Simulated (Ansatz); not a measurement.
Relaxation of a periodic cell of 17 atoms, LiSi16 (host Si, host structure diamond, interstitial Li), cell charge +1, to a largest force component of 0.03 eV/Å in at most 60 steps.

Level of theory: DFT r2SCAN-D3(BJ), scalar-relativistic, plane waves, PAW in Ansatz. Settings: cutoff 500 eV, k mesh 2x2x2, fermi-dirac smearing 0.05 eV, no spin polarisation.

```xyz
17
Lattice="0.0000 5.4300 5.4300 5.4300 0.0000 5.4300 5.4300 5.4300 0.0000" Properties=species:S:1:pos:R:3
Si 0.000 0.000 0.000
Si 1.357 1.357 1.357
Si 2.715 2.715 0.000
Si 4.072 4.072 1.357
Si 2.715 0.000 2.715
Si 4.072 1.357 4.072
Si 5.430 2.715 2.715
Si 6.787 4.072 4.072
Si 0.000 2.715 2.715
Si 1.357 4.072 4.072
Si 2.715 5.430 2.715
Si 4.072 6.787 4.072
Si 2.715 2.715 5.430
Si 4.072 4.072 6.787
Si 5.430 5.430 5.430
Si 6.787 6.787 6.787
Li 7.458 8.860 7.449
```

Where does it end, and by what steps?

The forces met the threshold. The force dipped under the threshold on the way, but the program's further checks kept it going. Limits of this set-up: charged cell in a uniform background, uncorrected. After 8 steps the energy has fallen by 1.023 eV; Li17 moved furthest, 1.05 Å. Joined: Si1–Li17.

| step | energy less start (eV) | largest force component (eV/Å) | accepted |
| --- | --- | --- | --- |
| 0 | 0.0000 | 1.447 | yes |
| 1 | -0.3453 | 0.406 | yes |
| 2 | -0.4013 | 0.132 | yes |
| 3 | -0.4855 | 0.352 | yes |
| 4 | -0.6319 | 0.431 | yes |
| 5 | -0.8016 | 0.387 | yes |
| 6 | -0.9518 | 0.239 | yes |
| 7 | -1.0234 | 0.020 | yes |
| 8 | -1.0234 | 0.020 | yes |

```xyz
17
Lattice="0.0000 5.4300 5.4300 5.4300 0.0000 5.4300 5.4300 5.4300 0.0000" Properties=species:S:1:pos:R:3
Si 0.022 -0.020 0.021
Si 1.400 1.343 1.400
Si 2.759 2.673 0.028
Si 4.089 4.031 1.400
Si 2.782 -0.009 2.781
Si 4.120 1.312 4.119
Si 5.441 2.650 2.781
Si 6.823 4.039 4.131
Si 0.029 2.673 2.758
Si 1.400 4.031 4.088
Si 2.759 5.403 2.758
Si 4.106 6.756 4.106
Si 2.782 2.650 5.440
Si 4.132 4.039 6.823
Si 5.455 5.406 5.455
Si 6.823 6.730 6.823
Li 6.838 9.454 6.837
```

Whether the end is a true minimum wasn't checked by a vibrational analysis.

Run time: 2.1 min on 2 CPU threads of a shared host.
